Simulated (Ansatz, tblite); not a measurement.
Cost and result up the ladder for TiHF3 (5 atoms). Total charge 0; singlet. Geometry: PBE-D4/def2-TZVP.

Cartesian coordinates in Å:
```
Ti -0.052 0.019 0.017
H 1.462 -0.548 -0.488
F -0.535 -1.042 1.331
F -1.093 -0.107 -1.392
F 0.218 1.677 0.532
```

Ansatz on 4 threads of Intel Xeon on a shared host; xTB runs through tblite on one thread. Times are rough, summed over both states, and most runs start from the orbitals of an earlier one. PBE0-D4/def2-TZVP serves as the yardstick here, not as an exact answer. The other state is a doublet.

The xTB rows come from tblite.

Raw xTB energies of ions are shifted by several eV.

```json
{"level": "GFN2-xTB", "functions": "22", "wall time": "0.004 s", "vertical IE (eV)": "16.77", "difference from PBE0-D4/def2-TZVP (eV)": "4.48"}
{"level": "GFN1-xTB", "functions": "23", "wall time": "0.007 s", "vertical IE (eV)": "17.77", "difference from PBE0-D4/def2-TZVP (eV)": "5.48"}
{"level": "PBE-D4/def2-TZVP", "functions": "144", "wall time": "2 s", "vertical IE (eV)": "11.93", "difference from PBE0-D4/def2-TZVP (eV)": "-0.36"}
{"level": "PBE0-D4/def2-TZVP", "functions": "144", "wall time": "2.8 s", "vertical IE (eV)": "12.29", "difference from PBE0-D4/def2-TZVP (eV)": "0.00"}
{"level": "r2SCAN-D4/def2-TZVP (with forces)", "functions": "144", "wall time": "4.1 s", "vertical IE (eV)": "12.08", "difference from PBE0-D4/def2-TZVP (eV)": "-0.21"}
```
